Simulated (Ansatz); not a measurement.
C₂H₄OSSi, SMILES `[SiH3]OC1=CS1`. Total charge 0; spin multiplicity 1. The geometry is a stationary point of PBE0-D4/def2-TZVP. It is one conformer, not always the lowest.

```xyz
9

Si    1.154   -0.983    0.660
O     0.273   -0.438   -0.671
C    -0.661    0.465   -0.582
C    -1.438    1.308   -1.143
S    -1.661    1.218    0.721
H     0.227   -1.259    1.779
H     1.809   -2.209    0.162
H     2.155    0.042    1.036
H    -1.858    1.855   -1.963
```

What is the dipole moment at ωB97M-V/def2-TZVPP? (An estimate is asked.)

Computed: 1.80 D, with components (1.44, -0.85, -0.68) D in this frame, pointing from negative to positive charge.

And with PBE, r2SCAN, B3LYP? (An estimate is asked.)

The calculation gave: PBE 1.92 D, r2SCAN 2.01 D, B3LYP 1.85 D.

Give the Mulliken charges with ωB97M-V, r2SCAN, B3LYP in def2-TZVPP. (Estimate.)

Computed: 
```
atom  ωB97M-V  r2SCAN  B3LYP
 Si1     0.30    0.42   0.41
  O2    -0.32   -0.33  -0.31
  C3     0.18    0.21   0.19
  C4    -0.16   -0.13  -0.16
  S5    -0.17   -0.22  -0.21
  H6     0.01   -0.04  -0.03
  H7    -0.01   -0.05  -0.05
  H8    -0.01   -0.05  -0.04
  H9     0.19    0.18   0.20
```

B3LYP here is the variant with VWN-RPA as its local correlation; programs differ in this.
